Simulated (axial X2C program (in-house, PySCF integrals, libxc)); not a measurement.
**MoCN⁺: properties at the nuclei**

Calculated with an in-house all-electron X2C program for linear molecules (integrals from PySCF): two-component X2C with atomic mean-field Coulomb and Gaunt terms, Gaussian nuclei, basis Mo dyall-v3z, C dyall-v3z, N dyall-av3z with contracted cores.

Mo–C–N held linear, with bonds 1.989 and 1.166 Å (near the PBE0 minimum at charge 1 of the determinant lowest at the starting distance; the state shown can have its own minimum elsewhere, held linear; other orders of the atoms were not compared).

Input and command:
```json
{"zs": [42, 6, 7], "q": 1, "bas": ["dyall-v3z", "dyall-v3z", "dyall-av3z"], "r0": [2.08, 1.16], "symm": 0, "scan": ["PBE0", "HF", "B3LYP"], "levels": ["PBE0", "HF", "BHandHLYP"], "nst": 2}
```
```bash
python solin.py task.json out
```

Keys: zs atomic numbers; q charge; bas basis sets; r0 starting distance in Å; symm equal bonds; scan levels of the two-bond scan; levels methods; nst determinants followed.

Determinant lowest in the PBE0 search, Ω = 2 (⟨Sz⟩ = 2.00, ⟨Lz⟩ = 0.00 at PBE0), spin on the atoms Mo 1.97, C -0.15, N 0.18:

| level | Eeff magnitude (GV/cm) | Ws magnitude Mo (kHz) | A∥/gI Mo (MHz) | qzz Mo (a.u.) | A∥/gI C (MHz) | qzz C (a.u.) | A∥/gI N (MHz) | qzz N (a.u.) |
| --- | --- | --- | --- | --- | --- | --- | --- | --- |
| PBE0 | 0.134 | 0.0613 | -445 | 0.10 | -19 | -0.41 | -9.2 | -1.19 |
| HF | 0.229 | 0.0309 | -620 | 0.33 | -42.7 | -0.52 | -4.53 | -1.38 |
| BHandHLYP | 0.09 | 0.0525 | -445 | 0.18 | -19.6 | -0.49 | -7.24 | -1.33 |

Eeff is the effective electric field on the electron electric dipole moment in this Ω state and Ws the scalar–pseudoscalar constant of the nucleus named (defined with the proton number Z and per Ω); A∥ (defined per Ω) follows by multiplying with gI = μI/(I μN); qzz is the electric field gradient, eQq0 = 234.96 MHz × Q/barn × qzz. The operators were transformed with the bare-nucleus X2C matrices; with these basis sets, hyperfine constants and field gradients can be off by tens of per cent, and where levels differ in sign neither size nor sign is settled.

Problem. With gI(95Mo) = -0.3657, Q(14N) = 0.02044 barn (g factors from the IAEA table of nuclear moments by Stone; Q from Pyykkö, Mol. Phys. 2018), turn the PBE0 values of the first state into constants in MHz.

Solution. A∥(95Mo) = -445 × -0.3657 = 163 MHz; eQq0(14N) = 234.96 × (0.02044) × (-1.19) = -5.72 MHz.

The molecule was held linear; bending was not examined, so a bent shape may lie lower.

Each state is one determinant with collinear spin, which with several unpaired electrons need not be a pure state. Unrestricted Hartree–Fock can overshoot spin polarisation at the nuclei. In the state Ω = 2 the sign of Eeff differs between levels (HF against PBE0). This is the top spin component of a Σ state; components of lower Ω are not single determinants and can lie lower. With several open shells hyperfine constants can be off by a factor of several. Where Eeff spreads by more than a factor of two the levels disagree and none is to be relied on. Open-shell Ω = 0 determinants with evenly filled partner blocks cannot be reached by this program, so the Ω shown need not be the lowest component. The search compared states at one distance, so a state with another bond length can lie lower. The sign of Ws at Mo differs between levels in the first state. Further determinants of the search, some of them spin-mixed, are not shown. Where a field gradient or hyperfine factor spreads by more than a factor of two over the levels, a constant derived from it is not to be relied on.
